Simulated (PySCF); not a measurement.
**Polarisability and C₆ of S⁺ (sulfur, charge +1)**

[Ne] 3s2 3p3, high-spin 4S determinant. Computed with PySCF 2.14 in aug-cc-pV(Q+d)Z, with the non-relativistic Hamiltonian (point nucleus). Coupled (time-dependent) response in atomic units; α is the mean over directions.

| method | mean α (bohr³) | C₆ (like pair) | S(−4) |
| --- | --- | --- | --- |
| UHF | 10.91 | 53.60 | 34.58 |
| PBE | 11.01 | 54.24 | 34.16 |
| PBE0 | 10.87 | 53.42 | 33.13 |
| M06 | 10.92 | 52.49 | 35.29 |
| wB97M-V | 11.15 | 54.86 | 35.46 |

S(−4) is the Cauchy moment in α(ω) = α(0) + S(−4) ω² + …

α(iu) at wB97M-V:

| u (hartree) | α(iu) (bohr³) |
| --- | --- |
| 0 | 11.15 |
| 0.0500 | 11.07 |
| 0.100 | 10.81 |
| 0.200 | 9.913 |
| 0.300 | 8.732 |
| 0.500 | 6.387 |
| 0.750 | 4.255 |
| 1.00 | 2.938 |
| 1.50 | 1.603 |
| 2.00 | 1.008 |
| 3.00 | 0.5184 |
| 5.00 | 0.2293 |

For an ion, C₆ is the dispersion term alone; charge-induced terms of lower order in 1/R come first.
